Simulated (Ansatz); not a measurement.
Calculated with Ansatz (gas phase, PBE0-D4/def2-TZVP geometries, no zero-point term in ΔE). CCSD(T)/CBS is the MP2 limit (def2-TZVPP, def2-QZVPP) plus CCSD(T) − MP2 in def2-TZVPP, frozen cores. This one scheme is used for every species. DFT in def2-TZVPP. def2 core potentials past Kr. For I outer-core shells are correlated without core-valence functions, which leaves a few kJ/mol of doubt a bond. Each species was taken in one conformer, which may not be the lowest.

Reaction (ligand exchange at the Si–I bond): `CS[SiH2]I` + CH₃OH → `CO[SiH2]SC` + HI

`CS[SiH2]I`:

Cartesian coordinates in Å:
```
C 0.864 -1.011 0.780
S 1.041 -0.255 -0.862
Si -0.770 0.820 -0.962
I -0.936 2.549 0.768
H 1.750 -1.624 0.936
H -0.022 -1.644 0.826
H 0.818 -0.243 1.552
H -0.805 1.473 -2.290
H -1.941 -0.064 -0.748
```

CH₃OH:

Cartesian coordinates in Å:
```
C -0.173 0.013 -0.311
O 0.896 0.202 0.587
H 0.150 0.397 -1.279
H -1.074 0.562 -0.010
H -0.433 -1.046 -0.435
H 0.633 -0.128 1.448
```

`CO[SiH2]SC`:

```xyz
13

C    -0.355    1.354    1.608
O     0.118    1.381    0.279
Si    1.233    0.323   -0.295
S     0.601   -1.698   -0.195
C    -0.801   -1.627   -1.351
H    -0.798    0.383    1.853
H     0.451    1.559    2.321
H    -1.118    2.127    1.712
H     1.444    0.743   -1.699
H     2.483    0.355    0.509
H    -1.224   -2.630   -1.398
H    -0.468   -1.335   -2.346
H    -1.565   -0.936   -0.998
```

HI:

Z-matrix (Å, degrees):
```
I
H 1 1.610
```

CCSD(T)/CBS gives -8.0 kJ/mol.

Problem. Another level gave -9.1 kJ/mol. Which?
A. CAM-B3LYP/def2-TZVPP
B. ωB97M-V/def2-TZVPP
C. r2SCAN0-D4/def2-TZVPP
D. PBE-D4/def2-TZVPP

Solution. C. r2SCAN0-D4 -9.1, ωB97M-V -14.6, PBE-D4 -1.8, CAM-B3LYP -23.9 kJ/mol.

Largest T1 diagnostic among the species: 0.011.

At CCSD(T), def2-SVP lies −10.5 kJ/mol from the extrapolated value and def2-TZVPP −10.0 kJ/mol. In def2-TZVPP, CCSD(T) changes the Hartree–Fock value by +3.6 kJ/mol (the triples alone add +1.6 kJ/mol) and MP2 by +11.5 kJ/mol. From BLYP to BHLYP (50 % exact exchange), in def2-TZVPP and without D4, ΔE moves by −3.3 kJ/mol.
